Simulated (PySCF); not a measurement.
## Deuteron quadrupole couplings in `CC(=O)[Si@@H]1C=C[C@@H](C=O)[SiH2]1`

Compound: C6H10O2Si2.
Cartesian coordinates in Å at the GFN2-xTB level; atoms count from 1:
```
atom  x, y, z in Å
C1     3.0000   -0.0643   -0.0513
C2     2.2098    1.2141    0.0375
O3     2.7285    2.3024   -0.0646
Si4    0.2983    1.0907    0.3080
C5    -0.0684   -0.4373    1.3566
C6    -1.0135   -1.2572    0.9036
C7    -1.8660   -0.8995   -0.2637
C8    -2.7829    0.1915    0.0884
O9    -2.4338    1.2007    0.6605
Si10  -0.7439    0.1029   -1.5325
H11    4.0494    0.1321   -0.2596
H12    2.5755   -0.6945   -0.8300
H13    2.9072   -0.5955    0.8935
H14   -0.0855    2.4075    0.8065
H15    0.4518   -0.6783    2.2726
H16   -1.2665   -2.1815    1.4092
H17   -2.3907   -1.7545   -0.6821
H18   -3.8250    0.0789   -0.2594
H19   -1.6384    0.8078   -2.4555
H20   -0.1112   -0.9552   -2.3408
```

Level: PBE0/pcSseg-1 (PySCF, non-relativistic); Q(2H) = 0.00286 b; rigid geometry, the same for H and D, with no vibrational averaging.

Question: Rank these positions by the coupling χzz of a deuteron there, largest first.
A. H19 (Si–H hydrogen)
B. H16 (vinylic hydrogen)
C. H11 (methyl hydrogen)
D. H15 (vinylic hydrogen)
E. H18 (formyl hydrogen)

Answer: D (224 kHz), B (216 kHz), C (210 kHz), E (185 kHz), A (108 kHz).

Q: Tabulate Vzz, the asymmetry η and χzz = 234.96 MHz × Q × Vzz for every hydrogen position.

A: 
```tsv
atom	bonded to	bond length (Å)	Vzz (au)	η	χzz (kHz)
H11	C1	1.088	0.3127	0.00	210
H12	C1	1.088	0.3141	0.04	211
H13	C1	1.088	0.3147	0.03	211
H14	Si4	1.459	0.1668	0.05	112
H15	C5	1.081	0.3341	0.03	224
H16	C6	1.084	0.3216	0.05	216
H17	C7	1.087	0.3144	0.06	211
H18	C8	1.104	0.2757	0.01	185
H19	Si10	1.466	0.1611	0.05	108
H20	Si10	1.474	0.1571	0.01	106
```

Q: Average by the element that carries the hydrogen.

A: on C: 210 kHz over 7 positions, mean bond length 1.088 Å; on Si: 109 kHz over 3 positions, mean bond length 1.466 Å.

Q: How does χzz go with the bond length over the 7 C–H bonds?

A: A straight-line fit has a slope of -15.8 kHz for each 0.01 Å, with a correlation coefficient of -0.99, over lengths from 1.081 to 1.104 Å. The longer bonds have the smaller couplings here.

Q: A static deuteron (I = 1) shows a doublet split by (3/2)χ, (3/4)χ(1 + η) and (3/4)χ(1 − η) with the field along z, y and x of the gradient. What are these for H16?

A: With |χ| = 216.2 kHz and η = 0.054: 324, 171 and 153 kHz, to first order and without motion.

The structure is a single GFN2-xTB conformer in the gas phase; no vibrational or solvent corrections. GFN2-xTB bond lengths can be off by several hundredths of an ångström, more for odd bonds, and the gradients follow them. The basis is small and wasn't made for field gradients, so the couplings can be 20 % off.

These values come from a run that also computed NMR shieldings. Hardware: Arm Neoverse V2, one thread, shared host with 96 logical CPUs at a one-minute load of 38. Cost: 65 s wall (grids of density and orbitals included), 1.0 GiB resident at most.
